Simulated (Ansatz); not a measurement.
ZnTe2, relaxed as a singlet with RKS B3LYP-D4/def2-TZVP in Ansatz, starting from the GFN1-xTB geometry. Force threshold 0.02 eV/Å.

In the def2 sets Te takes a core potential; there is no spin–orbit coupling. The restricted singlet is unstable towards broken spin symmetry in Hartree–Fock (as tested in another run); at B3LYP-D4/def2-TZVP this wasn't settled. Another isomer (triplet) lies 0.90 eV lower at PBE0-D4/def2-TZVP; other spin states weren't run for this one.

Start:

Cartesian coordinates in Å:
```
Zn 0.004 -0.002 -0.004
Te -0.357 2.004 -1.386
Te 0.353 -2.002 1.391
```

```tsv
step	energy (eV)	largest force component (eV/Å)	SCF passes
1	-63013.1984	0.121	17
2	-63013.2003	0.040	26
3	-63013.2005	0.002	26
```

Force components are those of the run's own axes.

End:

```csv
atom,x (Å),y (Å),z (Å)
Zn1,0.001,-0.001,-0.001
Te2,-0.354,1.991,-1.380
Te3,0.352,-1.991,1.381
```

By distances, no bond broke or formed. The bond that changes most is Zn1–Te2, from 2.46 to 2.45 Å (atoms count from 1).

No frequencies were taken in this run, so the end may be a saddle point.

Run time 9 s (4 threads of Arm Neoverse V1 on a shared host).
